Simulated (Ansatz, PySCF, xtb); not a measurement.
Pulling on the H–H spacing in H6 chain (multiplicity 1 held). Energies count from the point at 0.900 Å.
Geometry at that point (charge 0, multiplicity 1):
```xyz
6

H      0.000     0.000     0.000
H      0.000     0.000     0.900
H      0.000     0.000     1.800
H      0.000     0.000     2.700
H      0.000     0.000     3.600
H      0.000     0.000     4.500
```

```json
[
 {"level": "GFN2-xTB", "energy at R = 3.600 Å (kcal/mol)": "309.75", "cost": "-"},
 {"level": "U-HF/6-31G*", "energy at R = 3.600 Å (kcal/mol)": "155.59", "cost": "-"},
 {"level": "R-HF/cc-pVTZ", "energy at R = 3.600 Å (kcal/mol)": "530.29", "cost": "-"},
 {"level": "U-HF/cc-pVTZ", "energy at R = 3.600 Å (kcal/mol)": "158.91", "cost": "-"},
 {"level": "R-PBE/cc-pVTZ", "energy at R = 3.600 Å (kcal/mol)": "391.04", "cost": "×1"},
 {"level": "U-PBE/cc-pVTZ", "energy at R = 3.600 Å (kcal/mol)": "258.26", "cost": "-"},
 {"level": "R-r2SCAN/cc-pVTZ", "energy at R = 3.600 Å (kcal/mol)": "417.86", "cost": "×1"},
 {"level": "U-r2SCAN/cc-pVTZ", "energy at R = 3.600 Å (kcal/mol)": "260.94", "cost": "-"},
 {"level": "R-B3LYP/6-31G*", "energy at R = 3.600 Å (kcal/mol)": "432.06", "cost": "-"},
 {"level": "R-B3LYP/cc-pVTZ", "energy at R = 3.600 Å (kcal/mol)": "421.44", "cost": "×0.8"},
 {"level": "U-B3LYP/cc-pVTZ", "energy at R = 3.600 Å (kcal/mol)": "264.35", "cost": "-"},
 {"level": "R-wB97X-V/cc-pVTZ", "energy at R = 3.600 Å (kcal/mol)": "494.61", "cost": "×2"},
 {"level": "U-wB97X-V/cc-pVTZ", "energy at R = 3.600 Å (kcal/mol)": "250.60", "cost": "-"},
 {"level": "R-MP2/cc-pVTZ", "energy at R = 3.600 Å (kcal/mol)": "353.18", "cost": "-"},
 {"level": "U-MP2/cc-pVTZ", "energy at R = 3.600 Å (kcal/mol)": "233.02", "cost": "-"},
 {"level": "R-SCS-MP2/cc-pVTZ", "energy at R = 3.600 Å (kcal/mol)": "313.63", "cost": "-"},
 {"level": "U-SCS-MP2/cc-pVTZ", "energy at R = 3.600 Å (kcal/mol)": "242.49", "cost": "-"},
 {"level": "U-CCSD/cc-pVTZ", "energy at R = 3.600 Å (kcal/mol)": "248.95", "cost": "-"},
 {"level": "U-CCSD(T)/cc-pVTZ", "energy at R = 3.600 Å (kcal/mol)": "250.59", "cost": "-"},
 {"level": "CASSCF(6,6)/cc-pVTZ", "energy at R = 3.600 Å (kcal/mol)": "203.87", "cost": "-"},
 {"level": "SC-NEVPT2 on CASSCF(6,6)/cc-pVTZ", "energy at R = 3.600 Å (kcal/mol)": "238.90", "cost": "-"},
 {"level": "FIC-NEVPT4(SD) on CASSCF(6,6)/cc-pVTZ", "energy at R = 3.600 Å (kcal/mol)": "249.11", "cost": "-"},
 {"level": "FIC-MRCISD on CASSCF(6,6)/cc-pVTZ", "energy at R = 3.600 Å (kcal/mol)": "249.39", "cost": "-"},
 {"level": "FIC-MRCISD+Q on CASSCF(6,6)/cc-pVTZ", "energy at R = 3.600 Å (kcal/mol)": "250.69", "cost": "-"}
]
```

The rows run from 155.59 (U-HF/6-31G*) to 530.29 kcal/mol (R-HF/cc-pVTZ). In cc-pVTZ the value moves U-HF 158.91, U-MP2 233.02, U-CCSD 248.95, U-CCSD(T) 250.59, a shift of 91.68 from U-HF to U-CCSD(T). The 4 U-functionals in cc-pVTZ without D3 or D4 span 13.75, from U-wB97X-V to U-B3LYP.

Restricted levels (R-, RO-) in cc, def2 and unpolarised 6-31G sets keep to the state of the molecule at rest. U- levels take the lowest unrestricted solution at each point, which mixes spins at long bonds. Active spaces are followed from rest. Levels need not reach the same state.

Rows in 6-31G* carry no dispersion term and start afresh at each structure (6-31G* with six Cartesian d functions).

Doubts at one or more of the structures used: a spin-contaminated determinant (U-HF/6-31G*, U-HF/cc-pVTZ, U-PBE/cc-pVTZ, U-r2SCAN/cc-pVTZ, U-B3LYP/cc-pVTZ, U-wB97X-V/cc-pVTZ, U-MP2/cc-pVTZ, U-SCS-MP2/cc-pVTZ, U-CCSD/cc-pVTZ, U-CCSD(T)/cc-pVTZ); a restricted determinant that unrestricted orbitals would lower (R-HF/cc-pVTZ, R-PBE/cc-pVTZ, R-r2SCAN/cc-pVTZ, R-B3LYP/6-31G*, R-B3LYP/cc-pVTZ, R-wB97X-V/cc-pVTZ, R-MP2/cc-pVTZ, R-SCS-MP2/cc-pVTZ).

Run with Ansatz (an electronic-structure program) with Gaussian orbitals; PySCF for 6-31G* rows; xtb for the GFN methods. Each number belongs to the level named beside it. The GFN methods have no spin term and hold the electronic entropy of 300 K.

Costs are rough ratios of core time to R-PBE/cc-pVTZ (about 1.4 s over the structures, on one shared machine); a dash marks a level with no comparable run of its own.
